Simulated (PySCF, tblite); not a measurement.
Isomers of C7H9ClNP, one GFN2-xTB conformer each. Single-point energies are computed at PBE0/pcSseg-1 (PySCF, gas phase, no added dispersion term), electronic only.

Task: Rank them by PBE0/pcSseg-1 energy, lowest first (kcal/mol).
A. `CN(C)C1=PC=C(Cl)C=C1`
B. `[CH3:1][CH:2]([CH3:3])[c:4]1[cH:5][n:6][c:7]([Cl:8])[cH:9][p:10]1` with C1–C2–C4–C5 62°

Result: B (0.0), A (5.7).

GFN2-xTB itself gives, in the same order: 0.0, 1.6. Both levels put the same isomer lowest.

Task: Which frontier levels, dipoles and rotational constants go with these structures?

Result: 
| SMILES | HOMO (eV, PBE0/pcSseg-1) | LUMO (eV) | dipole (D) | A, B, C (MHz) |
| --- | --- | --- | --- | --- |
| CC(C)c1cnc(Cl)cp1 | -7.57 | -2.27 | 3.07 | 2254, 530.8, 473.3 |
| CN(C)c1ccc(Cl)cp1 | -5.79 | -1.34 | 4.48 | 2522, 533.2, 442.5 |

Task: What happens when harmonic zero-point energies from GFN2-xTB frequencies are added?

Result: 
```
           SMILES  ZPE (kcal/mol)  electronic (kcal/mol)  with ZPE (kcal/mol)
CC(C)c1cnc(Cl)cp1            90.3                    0.0                  0.0
CN(C)c1ccc(Cl)cp1            89.6                    5.7                  5.0
```

The zero-point energies span 0.7 kcal/mol. The order is unchanged.
